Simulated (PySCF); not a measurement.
## Identify the compound

An unknown has the formula C9H8O3. Its calculated NMR data are:

¹H NMR (300 MHz, computed): δ 9.08 (s, 1H), 8.86 (d, 1H), 8.61 (d, 1H), 7.90 (m, 1H), 6.51 (br s, 1H), 2.77 (s, 3H).

¹³C{¹H} NMR (computed): δ 200.3, 170.9, 140.9, 140.6, 140.2, 138.6, 134.1, 132.9, 28.8.

One computed conformer, averaged over atoms made equivalent by symmetry, fast rotation or ring inversion, in vacuum, non-relativistic Hamiltonian. Structure optimised with GFN2-xTB; GIAO PBE0/pcSseg-1 shieldings; PySCF 2.14.

Chemical shifts δ = σref − σ; ¹H (31.72 ppm) and ¹³C (186.93 ppm) against TMS, all at this level.

Which of these isomers gave the spectra?
A. CO[C@H]1OC(=O)c2ccccc21
B. O=CO[C@H]1OCc2ccccc21
C. CC(=O)c1cccc(C(=O)O)c1

Results:

C. 

- The formula gives 6 degrees of unsaturation (1 ring in the answer).
- 9 carbon signals for 9 carbons: no two carbons are equivalent.
- Carbon types of the structure: 4 × C, 4 × CH, 1 × CH3, leaving 1 H on heteroatoms.
- δC 200.3: ketone carbonyl carbon; low-lying n→π* states of the double bond to the heteroatom give a large paramagnetic term (-258 ppm).
- δC 170.9: carboxylic acid carbon; lone-pair donation from the attached heteroatom keeps it upfield of a ketone carbonyl.
- δC 140.9, 140.6, 138.6, 134.1: aromatic CH.
- δC 140.2, 132.9: substituted aromatic carbon.
- δH 9.08, 8.86, 8.61, 7.90: hydrogen on an aromatic CH.

The others: O=CO[C@H]1OCc2ccccc21 would give 8 signals for carbon-bound and other non-exchanging H, not 5; CO[C@H]1OC(=O)c2ccccc21 would give 6 signals for carbon-bound and other non-exchanging H, not 5.

OH/NH shifts are gas-phase values; hydrogen bonding in solution moves them, usually downfield. Shifts are as computed. Against solution values, carbons near 30 ppm lie about +3 ppm off and those near 130 ppm about +5 ppm. Of 1211 compounds with measured shifts, 218 miss one by over three times the rms of a fit or turn the order of signals round; such compounds aren't used in these exercises. Hydrogen bonding in solution deshields acid and N–H amide carbonyl carbons by as much as 10 ppm beyond these values. No couplings were computed; multiplicities are counted from neighbouring protons, with m where these are inequivalent, close in shift, in a saturated or five-membered ring or joined by F or P, and br s for small geminal =CH2 splittings.
